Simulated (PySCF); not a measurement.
Bonds (- single, = double, # triple, : aromatic): C1-O2, O2-C3, C3-F4, C3-O5, O5-C6, C3-C7, C7-F8, C7-F9, C7-F10. C1 carries H11, H12, H13; C6 carries H14, H15, H16.

- structure optimised with GFN2-xTB
- σ from GIAO-PBE0/pcSseg-1
- run in PySCF
- one conformer, fast rotation and ring inversion assumed for equivalent nuclei, no relativistic terms, no solvent

Question: List the cross peaks expected in HSQC, COSY and HMBC spectra.

Answer: 

HSQC (one-bond C–H):
```tsv
δH	δC
3.73 (H11/H12/H13/H14/H15/H16)	53.4 (C1/C6)
```

HMBC (two and three bonds, from the bond graph):
```tsv
δH	δC
3.73 (H11/H12/H13/H14/H15/H16)	121.2 (C3)
```

No COSY cross peaks are expected.

Referencing at the same level of theory: $^{1}$H (σref 31.72), $^{13}$C (σref 186.93) vs TMS.

Shifts are as computed. Against solution values, carbons near 30 ppm lie about +3 ppm off and those near 130 ppm about +5 ppm. Of 1211 compounds with measured shifts, 218 miss one by over three times the rms of a fit or turn the order of signals round; such compounds aren't used in these exercises.
